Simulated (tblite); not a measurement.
BBr$_{3}$, singlet, geometry from GFN2-xTB; GFN1-xTB (tblite 0.6.0).

The tblite input:
```
$ tblite run mol.xyz --method gfn1 --charge 0 --spin 0 --etemp 2000 --json tblite.json --no-restart

# file mol.xyz
4

B      0.01808306    -0.01978242    -0.03760993
Br    -1.50731106    -1.11118164    -0.13755349
Br     0.01971195     1.66670358    -0.86448993
Br     1.48501581    -0.55269588     1.00741627
```

The log (banner, timings and long lists left out):

```
xTB calculator
 | screened Coulomb repulsion
 | Coulomb electrostatics
 |  * isotropic Klopman-Ohno-Mataga-Nishimoto electrostatics
 |  * onsite third-order electrostatics
 | DFT-D3(BJ) dispersion correction

halogen bonding energy    0.0000000000000E+00 Eh
repulsion energy          7.2178468121923E-02 Eh
dispersion energy        -1.9444452026674E-03 Eh
number of electrons       2.4000000000000E+01 e
integral cutoff           2.1261634374110E+01 bohr

------------------------------------------------------------
  cycle        total energy    energy error   density error
------------------------------------------------------------
      1     -13.04076746404  -1.3111001E+01   4.1725937E-01
      2     -13.11800121725  -7.7233753E-02   2.6236202E-01
      3     -13.12373175929  -5.7305420E-03   1.3805980E-01
      4     -13.12496040936  -1.2286501E-03   2.2729255E-02
      5     -13.12557815788  -6.1774852E-04   1.7518320E-03
      6     -13.12558182659  -3.6687138E-06   1.6211860E-04
      7     -13.12558184952  -2.2924889E-08   6.7692335E-05
      8     -13.12558185477  -5.2533018E-09   1.8182308E-07
------------------------------------------------------------

electronic energy        -1.3195815877692E+01 Eh
total energy             -1.3125581854772E+01 Eh

Post processing:
 | Mayer-Wiberg bond orders

[Info] JSON dump of results written to 'tblite.json'
```
